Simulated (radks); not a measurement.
Sr, 38 electrons, occupied as [Kr] 4d0.5 5s1.5 (fractional occupations, a model configuration). Method: Dirac Kohn-Sham, BLYP, spin-unpolarised, spherical densities, finite nucleus; open shells fill j = l - 1/2 first; Fermi nuclear charge, rms radius 4.224 fm; computed with a radial shooting solver on a logarithmic mesh with Libxc functionals.

Unscreened Slater integrals over Kohn-Sham orbitals (eV). Large and small components are both included. Empty in this configuration: 4d5/2.

F0(4d3/2,4d3/2): 6.7043
F2(4d3/2,4d3/2): 2.9787
F0(4d3/2,5s1/2): 5.9522
G2(4d3/2,5s1/2): 2.2362
F0(4d3/2,4p3/2): 9.0429
F2(4d3/2,4p3/2): 3.3843
G1(4d3/2,4p3/2): 3.7148
G3(4d3/2,4p3/2): 2.1946
F0(4d3/2,4p1/2): 9.0813
G1(4d3/2,4p1/2): 3.6202
F0(4d3/2,4d5/2): 6.6458
F2(4d3/2,4d5/2): 2.9498
G2(4d3/2,4d5/2): 2.9494
G4(4d3/2,4d5/2): 1.8202
F0(5s1/2,5s1/2): 5.6085
F0(5s1/2,4p3/2): 7.1428
G1(5s1/2,4p3/2): 0.48958
F0(5s1/2,4p1/2): 7.1574
G1(5s1/2,4p1/2): 0.46221
F0(5s1/2,4d5/2): 5.9141
G2(5s1/2,4d5/2): 2.2446
F0(4p3/2,4p3/2): 15.480
F2(4p3/2,4p3/2): 8.0766
F0(4p3/2,4p1/2): 15.652
G2(4p3/2,4p1/2): 8.1578
F0(4p3/2,4d5/2): 8.9220
F2(4p3/2,4d5/2): 3.3015
G1(4p3/2,4d5/2): 3.5984
G3(4p3/2,4d5/2): 2.1256
F0(4p1/2,4p1/2): 15.831
F0(4p1/2,4d5/2): 8.9589
G3(4p1/2,4d5/2): 2.0714
F0(4d5/2,4d5/2): 6.5885
F2(4d5/2,4d5/2): 2.9220
F4(4d5/2,4d5/2): 1.8026
